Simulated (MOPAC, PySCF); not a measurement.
Approach curve of the dimer HBr ··· BCl3 (SMILES Br and ClB(Cl)Cl). Monomers: optimised at B3LYP-D3(BJ) (def2-TZVP), held rigid. Orientation: lowest of the rigid-body minima from ten starts at GFN2-xTB. Only R, the distance of the centres of mass, is varied, so the lowest point isn't the relaxed dimer. The table gives interaction energies.

```json
[
 {"R / Å": "3.99", "A": "-24.74", "B": "47.43", "C": "58.72"},
 {"R / Å": "4.25", "A": "-12.59", "B": "17.21", "C": "18.84"},
 {"R / Å": "4.38", "A": "-10.49", "B": "9.29", "C": "8.64"},
 {"R / Å": "4.62", "A": "-9.33", "B": "1.55", "C": "-0.76"},
 {"R / Å": "4.85", "A": "-6.89", "B": "-1.19", "C": "-3.58"},
 {"R / Å": "5.03", "A": "-4.73", "B": "-1.79", "C": "-3.92"},
 {"R / Å": "5.30", "A": "-2.40", "B": "-1.66", "C": "-3.34"},
 {"R / Å": "5.63", "A": "-1.03", "B": "-1.10", "C": "-2.35"},
 {"R / Å": "6.08", "A": "-0.45", "B": "-0.55", "C": "-1.32"},
 {"R / Å": "6.80", "A": "-0.24", "B": "-0.23", "C": "-0.52"},
 {"R / Å": "7.78", "A": "-0.12", "B": "-0.13", "C": "-0.22"},
 {"R / Å": "9.12", "A": "-0.05", "B": "-0.06", "C": "-0.09"}
]
```

Energies in kJ/mol.

Which curve belongs to which method? The methods are MOPAC with PM3, restricted, heats of formation; PySCF with restricted B3LYP/6-31G*, spherical d, no counterpoise correction; restricted MP2 (frozen core)/3-21G, no counterpoise correction run with PySCF 2.14.0.

A is PM3; B is RKS-B3LYP/6-31G*; C is RMP2/3-21G.
